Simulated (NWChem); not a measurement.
The numbers come from NWChem runs, not from measurements. System: H$_{3}$AlO$_{2}$S, charge 0, spin multiplicity 1, at a geometry optimised with PBE0/def2-SVP. The structure started from a generated list of species. Level: CCSD(T)/pcseg-1, 12 core orbitals frozen.

Input file:

```
start mol
memory heap 100 mb stack 700 mb global 1900 mb
geometry units angstroms nocenter noautoz
  Al    -0.277817    -0.345457     0.000000
  O      0.148817    -1.986021     0.000000
  H      1.029293    -2.361769     0.000000
  O     -1.910050     0.111814     0.000000
  H     -2.646497    -0.501578     0.000000
  S      1.193234     1.258962     0.000000
  H      0.226953     2.204551     0.000000
  symmetry group Cs
end
basis spherical
  * library pcseg-1
end
scf
  rhf
  nopen 0
  maxiter 100
  thresh 1e-7
  semidirect memsize 60000000 filesize 0
end
tce
  freeze core 12
  ccsd(t)
  2eorb
  2emet 13
  thresh 1e-6
  maxiter 100
  tilesize 24
end
task tce energy
```

NWChem printed:

```
             Northwest Computational Chemistry Package (NWChem) 7.3.0
             --------------------------------------------------------

                                NWChem Input Module
                                -------------------

 Scaling coordinates for geometry "geometry" by  1.889725989
 (inverse scale =  0.529177249)

 Turning off AUTOSYM since
 SYMMETRY directive was detected!

                             Geometry "geometry" -> ""
                             -------------------------

 Output coordinates in angstroms (scale by  1.889725989 to convert to a.u.)

  No.       Tag          Charge          X              Y              Z
 ---- ---------------- ---------- -------------- -------------- --------------
    1 Al                  13.0000    -0.27781700    -0.34545700     0.00000000
    2 O                    8.0000     0.14881700    -1.98602100     0.00000000
    3 H                    1.0000     1.02929300    -2.36176900     0.00000000
    4 O                    8.0000    -1.91005000     0.11181400     0.00000000
    5 H                    1.0000    -2.64649700    -0.50157800     0.00000000
    6 S                   16.0000     1.19323400     1.25896200     0.00000000
    7 H                    1.0000     0.22695300     2.20455100     0.00000000

 Effective nuclear repulsion energy (a.u.)     200.4554105419

            Nuclear Dipole moment (a.u.)
            ----------------------------
        X                 Y               Z
 ---------------- ---------------- ----------------
     0.0000151178    -0.0000018897     0.0000000000

      Symmetry information
      --------------------

 Group name             Cs
 Group number              2
 Group order               2
 No. of unique centers     7

      Symmetry unique atoms

     1    2    3    4    5    6    7


 Summary of "ao basis" -> "" (spherical)
 ------------------------------------------------------------------------------
       Tag                 Description            Shells   Functions and Types
 ---------------- ------------------------------  ------  ---------------------
[...]
        Residual threshold : 0.10D-05
     T(0) DIIS level shift : 0.00D+00
     L(0) DIIS level shift : 0.00D+00
     T(1) DIIS level shift : 0.00D+00
     L(1) DIIS level shift : 0.00D+00
     T(R) DIIS level shift : 0.00D+00
     T(I) DIIS level shift : 0.00D+00
   CC-T/L Amplitude update :  5-th order DIIS
                I/O scheme : Global Array Library
        L-threshold :  0.10D-05
        EOM-threshold :  0.10D-05
 no EOMCCSD initial starts read in
 TCE RESTART OPTIONS
 SLICE:      F
 D4D5:       F
 quantumc:   F
 qrotation:  F
 pwtce:      F
 qducc:      F
 nacto:                         0
 nrotv:                         0
 nrot:                          0

            Memory Information
            ------------------
          Available GA space size is     249030559 doubles
          Available MA space size is     104851636 doubles

 Maximum block size supplied by input
 Maximum block size        24 doubles

 tile_dim =     20

 -------------------------------------------------
   1    alpha     a'     9 doubles       0       1
   2    alpha     a"     3 doubles       9       2
   3    beta      a'     9 doubles      12       1
   4    beta      a"     3 doubles      21       2
   5    alpha     a'    19 doubles      24       5
   6    alpha     a'    20 doubles      43       6
   7    alpha     a"    16 doubles      63       7
   8    beta      a'    19 doubles      79       5
   9    beta      a'    20 doubles      98       6
  10    beta      a"    16 doubles     118       7

 Global array virtual files algorithm will be used

 Parallel file system coherency ......... OK

 4-electron integrals stored in orbital form

 v2    file size   =          2591357
 4-index algorithm nr.  13 is used
 imaxsize =       30
 imaxsize ichop =        0


CCSD iterations
 ---------------------------------------------------------
 Iter          Residuum       Correlation     Cpu    Wall
 ---------------------------------------------------------
    1   0.1686863028684  -0.5629552648846     0.3     0.3
    2   0.0481593848912  -0.5754559165849     0.2     0.2
    3   0.0171113518930  -0.5847127652085     0.2     0.2
    4   0.0071651817684  -0.5864692979550     0.2     0.2
    5   0.0029491792072  -0.5873796010883     0.3     0.3
    6   0.0006341999265  -0.5877984185685     0.3     0.3
    7   0.0002934229407  -0.5878676687062     0.3     0.3
    8   0.0001153142815  -0.5878727413756     0.3     0.3
    9   0.0000718028394  -0.5878730122370     0.3     0.3
   10   0.0000317094164  -0.5878757913668     0.3     0.3
   11   0.0000097194397  -0.5878761692623     0.3     0.3
   12   0.0000042563507  -0.5878774996365     0.2     0.2
   13   0.0000023799908  -0.5878775872609     0.2     0.2
   14   0.0000012941865  -0.5878776378382     0.2     0.2
   15   0.0000007600321  -0.5878776444333     0.3     0.3
 -----------------------------------------------------------------
 Iterations converged
 CCSD correlation energy / hartree =        -0.587877644433347
 CCSD total energy / hartree       =      -791.581478694077418

 Singles contributions

 Doubles contributions
 CCSD(T)
 Using plain CCSD(T) code
             total no. of tasks           74
 total no. of tasks / no. procs           74
                         wl_min       110592           6.9
                         wl_max      5832000          13.4
        thresh for no. of tasks           74

 CCSD[T]  correction energy / hartree =        -0.012398503437130
 CCSD[T] correlation energy / hartree =        -0.600276147870477
 CCSD[T] total energy / hartree       =      -791.593877197514530
 CCSD(T)  correction energy / hartree =        -0.011573834020592
 CCSD(T) correlation energy / hartree =        -0.599451478453940
 CCSD(T) total energy / hartree       =      -791.593052528098042

 Task  times  cpu:       17.6s     wall:       17.6s

 Total times  cpu:       17.6s     wall:       17.6s
```
